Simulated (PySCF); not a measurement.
## Correlation energy of Mn⁺ (manganese, charge +1)

Starting occupation: [Ar] 3d5 4s1, 3d3/2 with m_j = -3/2, -1/2, +1/2, +3/2, 3d5/2 with m_j = +5/2, 4s1/2 with m_j = +1/2. Calculation: PySCF 2.14, in x2c-TZVPall-2c (6s7p4d1f, 54 functions); X2C-1e with screened-nucleus spin-orbit coupling, Gaussian nucleus. Frozen: [Ne]; 14 electrons correlated; the 6 highest virtual spinors left out.

MP2 pair energies summed by pair of shells (mhartree):

```csv
pair,energy,share (%)
3d-3p,-136.09,40.6
3p-3p,-72.44,21.6
3d-3d,-57.38,17.1
3p-3s,-24.47,7.3
3d-3s,-19.66,5.9
3p-4s,-10.84,3.2
3d-4s,-10.69,3.2
3s-3s,-3.24,1.0
3s-4s,-0.77,0.2
```

Total MP2 correlation energy: -335.58 mhartree.

The GHF reference relaxed away from the jj start to a determinant that is no pure jj level (⟨S²⟩ = 12.00, ⟨J²⟩ = 12.00); the energies belong to that determinant.

This basis was not built for core-valence correlation, so the inner-shell part is incomplete.
